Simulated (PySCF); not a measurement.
Electronic structure of Kr²⁺ (krypton, charge +2) at the UHF level

Configuration: [Ar] 3d10 4s1 4p5, high-spin 3P determinant (an excited configuration). Computed with PySCF 2.14 in x2c-TZVPPall (6s5p4d1f, 48 functions), with scalar relativity by spin-free X2C-1e.

```
Total energy                                                  : -2786.230399 hartree
One-electron energy                                           : -3841.2321 hartree
Hartree (Coulomb) energy                                      : 1149.7690 hartree
Exchange energy                                               : -94.7673 hartree
⟨S²⟩                                                          : 2.0075
⟨L²⟩                                                          : 2.013
Sum of ⟨r⟩                                                    : 21.44 bohr
Sum of ⟨r²⟩                                                   : 26.69 bohr²
Traceless quadrupole moment −½Σ⟨3z² − r²⟩ along its main axis : 1.31 e·bohr²
Langevin diamagnetic susceptibility                           : -21.1 ×10⁻⁶ cm³/mol
```

```
shell  electrons  mean orbital energy (hartree)  spread (hartree)  rms radius, mean of both spins (bohr)
 1s α          1                     -530.38026                 0                                 0.0478
 1s β          1                     -530.35994                 0                                 0.0478
 2s α          1                      -73.06139                 0                                  0.199
 2s β          1                      -73.04130                 0                                  0.199
 2p α          3                      -64.52916           0.00989                                  0.177
 2p β          3                      -64.51465           0.00539                                  0.177
 3s α          1                      -12.23551                 0                                  0.565
 3s β          1                      -12.18390                 0                                  0.565
 3p α          3                       -9.42718           0.02776                                  0.581
 3p β          3                       -9.39287           0.00579                                  0.581
 3d α          5                       -4.75541           0.02598                                  0.610
 3d β          5                       -4.73609           0.01353                                  0.610
 4s α          1                       -2.15660                 0                                   1.61
 4p α          3                       -1.42749           0.07366                                   1.87
 4p β          2                       -1.23911                 0                                   1.87
```

Densities and radii are taken from the X2C orbitals without a picture-change correction, which distorts them close to the nucleus.

Spin-orbit constants ζ (cm⁻¹) from the X2C one-electron operator on these orbitals: bare nucleus, nucleus screened by l(l+1)(2l+1)/3 electrons, and screened by the Breit-Pauli mean field of the electrons.

| shell | bare | screened nucleus | mean field |
| --- | --- | --- | --- |
| 2p | 296200 | 279700 | 272100 |
| 3p | 43860 | 41420 | 40090 |
| 3d | 5549 | 4008 | 3755 |
| 4p | 4414 | 4168 | 4017 |

To first order the Landé constant is A = -2009 cm⁻¹, so the lowest level has J = 2 and lies 0.249 eV below the centre of the term. This holds in LS coupling only.
